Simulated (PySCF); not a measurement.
Energy of Ir²⁺ (iridium, charge +2) between two integer charges

The 5d beta orbital of [Xe] 4f14 5d7 is emptied in steps (occupation f), with all orbitals relaxed, ending at [Xe] 4f14 5d6. Calculation: PySCF 2.14, in aug-cc-pVDZ-PP with ECP60MDF (5s5p4d2f, 54 functions); a scalar-relativistic core potential. The exact energy is a straight line in f; departures are measured from the line between the end points of the same method.

```
  f  BHandHLYP (eV)  wB97X (eV)  HSE06 (eV)
  1           0.000       0.000       0.000
0.9          -0.219      -0.141      -0.404
0.7          -0.517      -0.334      -0.944
0.5          -0.621      -0.401      -1.125
0.3          -0.527      -0.340      -0.946
0.1          -0.229      -0.145      -0.406
  0           0.000       0.000       0.000
```

For wB97X, how does the orbital energy at f = 1 compare with the removal energy?

−ε = 27.633 eV against a total-energy difference of 29.197 eV. By Janak's theorem ε = ∂E/∂f, so the gap between them reflects the curvature. Along the path −ε is 27.931 (f = 0.9), 28.544 (f = 0.7), 29.179 (f = 0.5), 29.834 (f = 0.3), 30.497 (f = 0.1) eV.

```csv
method,E(f=0) − E(f=1) (eV),−ε at f=1 (eV),−ε at f=0.5 (eV)
BHandHLYP,29.072,26.647,29.040
wB97X,29.197,27.633,29.179
HSE06,29.212,24.734,29.205
```

Reference removal energy between the ground levels: 28 ± 1.6 eV (theoretical estimate listed by NIST; NIST Atomic Spectra Database, ionization energies). The calculation has no spin-orbit coupling. The determinant left behind need not be the lowest term of the ion.
